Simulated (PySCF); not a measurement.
HO2 (SMILES [O-]O), charge -1, singlet, geometry from GFN2-xTB (in this run its highest filled SCF level lies above zero, so its values depend strongly on the basis, on diffuse functions most of all); DF-BHANDHLYP/6-311G** in PySCF.

The PySCF input:
```python
from pyscf import gto, scf, dft

mol = gto.M(
    atom='''
O     0.05490534    0.78093785   -0.03251581
O     0.03987144   -0.67586595   -0.02806914
H    -0.75821429   -0.84057518    0.48467963
''',
    basis='6-311g**',
    charge=-1,
    verbose=4,
)

mf = dft.RKS(mol)
mf.xc = 'bhandhlyp'
mf = mf.density_fit(auxbasis='def2-universal-jkfit')
mf.kernel()
```

### Question
What does PySCF print? Leave out banner, timings and long lists.

### Answer

```
PySCF version 2.14.0

[INPUT] verbose = 4
[INPUT] num. atoms = 3
[INPUT] num. electrons = 18
[INPUT] charge = -1
[INPUT] spin (= nelec alpha-beta = 2S) = 0
[INPUT] symmetry False subgroup None
[INPUT] Mole.unit = angstrom
[INPUT] Symbol           X                Y                Z      unit          X                Y                Z       unit  Magmom
[INPUT]  1 O      0.054905340000   0.780937850000  -0.032515810000 AA    0.103756055376   1.475758656807  -0.061445975618 Bohr   0.0
[INPUT]  2 O      0.039871440000  -0.675865950000  -0.028069140000 AA    0.075346101792  -1.277201542419  -0.053042987152 Bohr   0.0
[INPUT]  3 H     -0.758214290000  -0.840575180000   0.484679630000 AA   -1.432817351832  -1.588456877307   0.915911758856 Bohr   0.0

nuclear repulsion = 29.8876984568181
number of shells = 20
number of NR pGTOs = 70
number of NR cGTOs = 42
basis = 6-311g**
ecp = {}

******** <class 'pyscf.df.df_jk.DFRKS'> ********
method = DFRKS
initial guess = minao
damping factor = 0
level_shift factor = 0
DIIS = <class 'pyscf.scf.diis.CDIIS'>
diis_start_cycle = 1
diis_space = 8
diis_damp = 0
SCF conv_tol = 1e-09
SCF conv_tol_grad = None
SCF max_cycles = 50
direct_scf = False
XC library pyscf.dft.libxc version 7.1.2
    S. Lehtola, C. Steigemann, M. J. T. Oliveira, and M. A. L. Marques,  SoftwareX 7, 1–5 (2018)
XC functionals = bhandhlyp
    A. D. Becke,  J. Chem. Phys. 98, 1372 (1993)
    Defined through Gaussian implementation.
radial grids:
    Treutler-Ahlrichs [JCP 102, 346 (1995); DOI:10.1063/1.469408] (M4) radial grids

becke partition: Becke, JCP 88, 2547 (1988); DOI:10.1063/1.454033
pruning grids: <function nwchem_prune>
grids dens level: 3
symmetrized grids: False
atomic radii adjust function: <function treutler_atomic_radii_adjust>
small_rho_cutoff = 0
Set gradient conv threshold to 3.16228e-05
Initial guess from minao.
tot grids = 37976
******** <class 'pyscf.df.df.DF'> ********
auxbasis = def2-universal-jkfit
init E= -150.710752166258
  HOMO = -0.31886758421572  LUMO = -0.0674104860826006  gap/eV = 6.84250
cycle= 1 E= -150.759427268956  delta_E= -0.0487  |g|= 0.715  |ddm|= 1.31
  HOMO = 0.213704615228738  LUMO = 0.298685058870156  gap/eV = 2.31244
cycle= 2 E= -150.782405640939  delta_E= -0.023  |g|= 0.698  |ddm|= 0.98
  HOMO = 0.0548857092195445  LUMO = 0.304043233281853  gap/eV = 6.77992
cycle= 3 E= -150.865498139457  delta_E= -0.0831  |g|= 0.0691  |ddm|= 0.447
  HOMO = 0.0521226597882687  LUMO = 0.306211122727866  gap/eV = 6.91410
cycle= 4 E= -150.866012948688  delta_E= -0.000515  |g|= 0.0447  |ddm|= 0.0487
  HOMO = 0.0495699304241859  LUMO = 0.309135452848381  gap/eV = 7.06314
cycle= 5 E= -150.866345771407  delta_E= -0.000333  |g|= 0.00574  |ddm|= 0.0258
  HOMO = 0.0481208087634968  LUMO = 0.309288384847683  gap/eV = 7.10673
cycle= 6 E= -150.86635723219  delta_E= -1.15e-05  |g|= 0.00103  |ddm|= 0.00742
  HOMO = 0.0481172909122298  LUMO = 0.309400054871084  gap/eV = 7.10987
cycle= 7 E= -150.866357846894  delta_E= -6.15e-07  |g|= 0.000133  |ddm|= 0.00268
  HOMO = 0.0481035463322656  LUMO = 0.309412337744305  gap/eV = 7.11057
cycle= 8 E= -150.866357870741  delta_E= -2.38e-08  |g|= 3.37e-05  |ddm|= 0.000679
  HOMO = 0.0481023678189244  LUMO = 0.309410793429471  gap/eV = 7.11056
cycle= 9 E= -150.866357872077  delta_E= -1.34e-09  |g|= 9.07e-06  |ddm|= 0.000158
  HOMO = 0.0481025945047423  LUMO = 0.309411409838788  gap/eV = 7.11058
cycle= 10 E= -150.86635787218  delta_E= -1.03e-10  |g|= 1.85e-06  |ddm|= 5.14e-05
  HOMO = 0.0481027219496292  LUMO = 0.309411271889189  gap/eV = 7.11057
Extra cycle  E= -150.866357872182  delta_E= -2.05e-12  |g|= 9.85e-07  |ddm|= 4.58e-06
converged SCF energy = -150.866357872182
```
